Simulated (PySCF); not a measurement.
SMILES C=Cc1ccc(OCC)cc1 (C10H12O), GFN2-xTB optimised geometry.

```
23

C      2.89     3.32     0.00
C      1.56     3.32     0.00
C      0.68     2.16     0.00
C     -0.70     2.35     0.01
C     -1.57     1.29     0.01
C     -1.09    -0.02     0.01
O     -2.03    -1.00     0.01
C     -1.62    -2.36     0.01
C     -2.87    -3.22     0.02
C      0.29    -0.23     0.00
C      1.15     0.85    -0.01
H      3.45     4.24     0.00
H      3.47     2.42     0.00
H      1.04     4.27     0.00
H     -1.10     3.36     0.02
H     -2.64     1.44     0.02
H     -1.01    -2.56     0.90
H     -1.02    -2.57    -0.89
H     -3.46    -3.01     0.91
H     -3.47    -3.01    -0.86
H     -2.59    -4.27     0.02
H      0.70    -1.23    -0.01
H      2.21     0.65    -0.01
```

Density from PySCF with PBE0/def2-SVP at that geometry.

Minimum of the electron density along straight lines between bonded atoms, close to the bond critical point (lines longer than 1.1 times the sum of covalent radii, or with two minima, are not listed):

| bond | length / Å | ρ at the minimum / e bohr⁻³ | ∇²ρ there / e bohr⁻⁵ | position (fraction from the first atom) |
|---|---|---|---|---|
| C1–C2 | 1.328 | 0.341 | -0.91 | 0.50 |
| C2–C3 | 1.456 | 0.275 | -0.67 | 0.50 |
| C3–C4 | 1.398 | 0.305 | -0.77 | 0.50 |
| C4–C5 | 1.375 | 0.316 | -0.81 | 0.50 |
| C5–C6 | 1.397 | 0.309 | -0.80 | 0.48 |
| C6–O7 | 1.359 | 0.286 | -0.29 | 0.33 |
| O7–C8 | 1.413 | 0.252 | -0.33 | 0.66 |
| C8–C9 | 1.521 | 0.250 | -0.59 | 0.51 |
| C6–C10 | 1.392 | 0.309 | -0.79 | 0.52 |
| C3–C11 | 1.393 | 0.307 | -0.77 | 0.50 |
| C10–C11 | 1.382 | 0.311 | -0.79 | 0.50 |
| C1–H12 | 1.077 | 0.283 | -1.08 | 0.63 |
| C1–H13 | 1.076 | 0.283 | -1.07 | 0.63 |
| C2–H14 | 1.084 | 0.282 | -1.06 | 0.63 |
| C4–H15 | 1.081 | 0.283 | -1.07 | 0.63 |
| C5–H16 | 1.079 | 0.283 | -1.08 | 0.63 |
| C8–H17 | 1.099 | 0.279 | -1.04 | 0.63 |
| C8–H18 | 1.099 | 0.279 | -1.04 | 0.63 |
| C9–H19 | 1.087 | 0.278 | -1.03 | 0.63 |
| C9–H20 | 1.087 | 0.278 | -1.03 | 0.63 |
| C9–H21 | 1.086 | 0.276 | -1.01 | 0.62 |
| C10–H22 | 1.079 | 0.282 | -1.06 | 0.63 |
| C11–H23 | 1.079 | 0.284 | -1.08 | 0.63 |
